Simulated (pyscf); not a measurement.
# H₃Si–O–Si(SiH₃)(SiH₃)–SiH₃, singlet

Gas-phase minimum from PySCF at ωB97X-D3(BJ)/def2-SVP, one conformer. 

```xyz
18

Si    -1.4160     2.7443     0.3793
O     -0.7275     1.4137     1.0984
Si    -0.2629    -0.1066     0.5526
Si    -1.8929    -1.0150    -0.8578
Si     1.7209     0.0453    -0.6711
Si     0.0441    -1.5136     2.3834
H     -2.6423     2.3322    -0.3678
H     -1.7746     3.7255     1.4360
H     -0.4594     3.3655    -0.5831
H     -1.4684    -2.4001    -1.2236
H     -3.2214    -1.0765    -0.1793
H     -2.0273    -0.2103    -2.1091
H      2.8339     0.5784     0.1691
H      2.0892    -1.3200    -1.1541
H      1.5394     0.9396    -1.8538
H      1.0987    -0.9786     3.2937
H      0.4762    -2.8502     1.8738
H     -1.2278    -1.6755     3.1474
```
Charge 0, spin multiplicity 1.

Bond lengths (Å): Si1–O2 1.662, Si1–H7 1.494, Si1–H8 1.486, Si1–H9 1.492, O2–Si3 1.681, Si3–Si4 2.339, Si3–Si5 2.336, Si3–Si6 2.329, Si4–H10 1.494, Si4–H11 1.493, Si4–H12 1.494, Si5–H13 1.493, Si5–H14 1.494, Si5–H15 1.494 (the first ones only). Bond angles (°): O2–Si1–H7 109.6, O2–Si1–H8 108.7, O2–Si1–H9 110.3, H7–Si1–H8 109.9, H7–Si1–H9 108.6, H8–Si1–H9 109.8, Si1–O2–Si3 134.3, O2–Si3–Si4 110.8, O2–Si3–Si5 110.2, O2–Si3–Si6 109.1, Si4–Si3–Si5 107.5, Si4–Si3–Si6 109.3, Si5–Si3–Si6 109.8, Si3–Si4–H10 108.0 (the first ones only).

Properties at ωB97X-D3(BJ)/def2-SVP:

```json
{
 "harmonic_wavenumbers_unscaled": "20, 51, 67, 82, 83, 94, 98, 105, 132, 169, 180, 343, 429, 436, 456, 526, 528, 536, 582, 590, 670, 738, 755, 876, 876, 904, 943, 948, 950, 950, 951, 955, 963, 970, 1002, 1063, 2234, 2236, 2240, 2242, 2245, 2247, 2248, 2248, 2251, 2254, 2255, 2290 cm⁻¹",
 "zero_point_energy": "67.2 kcal/mol",
 "rotational_symmetry_number": "1",
 "Entropy of this conformer at 298 K and 1 atm, rigid rotor and harmonic oscillator, modes under 100 cm⁻¹ raised to 100": "484.8 J/(mol K)",
 "dipole_moment": "0.35 D"
}
```

Single-point totals, which compare only within one level:

```json
[
 {"level": "ωB97X-D3(BJ)/def2-TZVP", "total energy (hartree)": "-1530.21774"},
 {"level": "PBE/def2-TZVP", "total energy (hartree)": "-1529.18752"},
 {"level": "r²SCAN/def2-TZVP", "total energy (hartree)": "-1529.87175"},
 {"level": "B3LYP-D3(BJ)/def2-TZVP", "total energy (hartree)": "-1530.19968"},
 {"level": "PBE0-D3(BJ)/def2-TZVP", "total energy (hartree)": "-1529.36333"},
 {"level": "M06-2X/def2-TZVP", "total energy (hartree)": "-1529.89155"},
 {"level": "ωB97M-D3(BJ)/def2-TZVP", "total energy (hartree)": "-1530.26591"}
]
```

The lowest mode is so soft that the shape along it may change with the basis. Soft torsions are taken as harmonic, which can shift the entropy by several J/(mol K).
